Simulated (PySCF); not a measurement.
C2H8AsGa, charge +1, doublet, at a GFN2-xTB geometry (such geometries of metal compounds can be far from the true shape) (a state made from the parent by changing its charge; the spin is typed, not shown lowest). Base run: DF-BLYP/6-31G* run with PySCF.

Here is a job for PySCF.
```python
from pyscf import gto, scf, dft

mol = gto.M(
    atom='''
Ga    0.505330   -0.769123    0.428570
C     2.180751   -1.008223   -0.748431
H     2.939411   -1.570042   -0.195308
H     2.573826   -0.021814   -1.017630
H     1.916008   -1.557320   -1.657810
C    -0.663889   -1.329582    2.031139
H    -1.460564   -1.997955    1.688945
H    -1.105066   -0.435009    2.484076
H    -0.047406   -1.851910    2.768945
As   -0.816870    1.335458   -0.680680
H    -2.076828    0.518366   -0.564058
H    -0.549050    0.715225   -2.026647
''',
    basis='6-31g*',
    charge=1,
    spin=1,
    verbose=4,
)

mf = dft.UKS(mol)
mf.xc = 'blyp'
mf = mf.density_fit(auxbasis='def2-universal-jkfit')
mf.kernel()
```

Each row names what was changed in the base input (with any setting that the change needs).

```json
[
 {"change": "base", "ΔE vs base (mEh)": "0.000", "SCF cycles": "13", "<S^2>": "0.752", "outcome": "converged"},
 {"change": "init_guess = atom", "ΔE vs base (mEh)": "0.000", "SCF cycles": "13", "<S^2>": "0.752", "outcome": "converged"},
 {"change": "level_shift = 0.3 (with mf.max_cycle = 100)", "ΔE vs base (mEh)": "0.000", "SCF cycles": "28", "<S^2>": "0.752", "outcome": "converged"},
 {"change": "level_shift = 1.0 (with mf.max_cycle = 100)", "ΔE vs base (mEh)": "0.000", "SCF cycles": "89", "<S^2>": "0.752", "outcome": "converged"},
 {"change": "init_guess = mod_huckel", "ΔE vs base (mEh)": "0.000", "SCF cycles": "16", "<S^2>": "0.752", "outcome": "converged"},
 {"change": "conv_tol = 1e-12", "ΔE vs base (mEh)": "0.000", "SCF cycles": "16", "<S^2>": "0.752", "outcome": "converged"},
 {"change": "diis_space = 2", "ΔE vs base (mEh)": "-", "SCF cycles": "50", "<S^2>": "-", "outcome": "not converged"},
 {"change": "diis = off (with mf.max_cycle = 100)", "ΔE vs base (mEh)": "-", "SCF cycles": "100", "<S^2>": "-", "outcome": "not converged"},
 {"change": "solver = newton; init_guess = 1e", "ΔE vs base (mEh)": "-", "SCF cycles": "-", "<S^2>": "-", "outcome": "cut at the time limit"},
 {"change": "DIIS = EDIIS", "ΔE vs base (mEh)": "-", "SCF cycles": "50", "<S^2>": "-", "outcome": "not converged"},
 {"change": "damp = 0.5; diis_start_cycle = 5", "ΔE vs base (mEh)": "0.000", "SCF cycles": "13", "<S^2>": "0.752", "outcome": "converged"},
 {"change": "conv_tol = 1e-7", "ΔE vs base (mEh)": "0.000", "SCF cycles": "11", "<S^2>": "0.752", "outcome": "converged"},
 {"change": "level_shift = 0.1 (with mf.max_cycle = 100)", "ΔE vs base (mEh)": "0.000", "SCF cycles": "12", "<S^2>": "0.752", "outcome": "converged"}
]
```

Open shells are given as the SCF converged; they aren't shown to be the lowest states, and a large step between rows can be another state.
